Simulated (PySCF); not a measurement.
## The 14-electron isoelectronic series, non-relativistic

Calculated with PySCF 2.14 from differences of total energies of unrestricted determinants, without spin-orbit coupling. Each ion has its own even-tempered basis scaled to its charge (20s14p6d5f for the first); frozen: 1s2. Ionisation energies in eV, correlation energies of the ion in mhartree.

```json
{"ion": "S²⁺", "configuration": "[Ne] 3s2 3p2 (3P)", "UHF": "34.153", "LDA": "34.877", "PBE": "34.834", "PBE0": "34.874", "r2SCAN": "35.019", "MP2 (outer shells)": "34.624", "E_corr MP2": "-385.4", "E_corr CCSD(T)": "-408.3", "NIST (with spin-orbit, Breit and QED)": "34.86 ± 0.04 (s)"}
{"ion": "Ar⁴⁺", "configuration": "[Ne] 3s2 3p2 (3P)", "UHF": "73.924", "LDA": "74.769", "PBE": "74.720", "PBE0": "74.760", "r2SCAN": "74.943", "MP2 (outer shells)": "74.460", "E_corr MP2": "-400.8", "E_corr CCSD(T)": "n/a", "NIST (with spin-orbit, Breit and QED)": "74.84 ± 0.17 (s)"}
{"ion": "K⁵⁺", "configuration": "[Ne] 3s2 3p2 (3P)", "UHF": "98.560", "LDA": "99.454", "PBE": "99.407", "PBE0": "99.443", "r2SCAN": "99.636", "MP2 (outer shells)": "99.122", "E_corr MP2": "-407.6", "E_corr CCSD(T)": "n/a", "NIST (with spin-orbit, Breit and QED)": "99.44 ± 0.2 (s)"}
{"ion": "Ca⁶⁺", "configuration": "[Ne] 3s2 3p2 (3P)", "UHF": "126.32", "LDA": "127.26", "PBE": "127.21", "PBE0": "127.24", "r2SCAN": "127.45", "MP2 (outer shells)": "126.88", "E_corr MP2": "-412.4", "E_corr CCSD(T)": "n/a", "NIST (with spin-orbit, Breit and QED)": "127.21 ± 0.25 (s)"}
{"ion": "Ti⁸⁺", "configuration": "[Ne] 3s2 3p2 (3P)", "UHF": "191.14", "LDA": "192.17", "PBE": "192.11", "PBE0": "192.14", "r2SCAN": "192.38", "MP2 (outer shells)": "191.71", "E_corr MP2": "-421.0", "E_corr CCSD(T)": "-444.6", "NIST (with spin-orbit, Breit and QED)": "192.1 ± 0.4 (s)"}
{"ion": "Cr¹⁰⁺", "configuration": "[Ne] 3s2 3p2 (3P)", "UHF": "268.25", "LDA": "269.34", "PBE": "269.29", "PBE0": "269.31", "r2SCAN": "269.57", "MP2 (outer shells)": "268.82", "E_corr MP2": "-428.9", "E_corr CCSD(T)": "-453.2", "NIST (with spin-orbit, Breit and QED)": "270.8 ± 0.5 (s)"}
{"ion": "Fe¹²⁺", "configuration": "[Ne] 3s2 3p2 (3P)", "UHF": "357.56", "LDA": "358.71", "PBE": "358.67", "PBE0": "358.68", "r2SCAN": "358.96", "MP2 (outer shells)": "358.12", "E_corr MP2": "-435.3", "E_corr CCSD(T)": "-460.0", "NIST (with spin-orbit, Breit and QED)": "361 ± 0.7 (s)"}
{"ion": "Zn¹⁶⁺", "configuration": "[Ne] 3s2 3p2 (3P)", "UHF": "572.65", "LDA": "573.90", "PBE": "573.93", "PBE0": "573.91", "r2SCAN": "574.22", "MP2 (outer shells)": "573.20", "E_corr MP2": "-446.8", "E_corr CCSD(T)": "-473.2", "NIST (with spin-orbit, Breit and QED)": "577.8 ± 1.3 (s)"}
{"ion": "Ge¹⁸⁺", "configuration": "[Ne] 3s2 3p2 (3P)", "UHF": "698.41", "LDA": "699.70", "PBE": "699.76", "PBE0": "699.73", "r2SCAN": "700.04", "MP2 (outer shells)": "698.95", "E_corr MP2": "-451.8", "E_corr CCSD(T)": "-478.7", "NIST (with spin-orbit, Breit and QED)": "706.7 ± 1 (s)"}
```

(1) Interpolate the row of Ni¹⁴⁺.

Each ion has its own basis, which adds noise of up to about 0.1 % along the series.

NIST values marked (s) are semi-empirical, (t) theoretical. Open shells are high-spin determinants of the terms that Hund's rules give.

All relativistic terms are absent from the calculated values; where these lie close to NIST, scalar and spin-orbit shifts of opposite sign can cancel.

Results:

(1) configuration [Ne] 3s2 3p2 (3P); UHF 459.04; LDA 460.24; PBE 460.23; PBE0 460.23; r2SCAN 460.51; MP2 (outer shells) 459.60; E_corr MP2 -441.7; E_corr CCSD(T) -467.3; NIST (with spin-orbit, Breit and QED) 462.8 ± 1.1 (s).
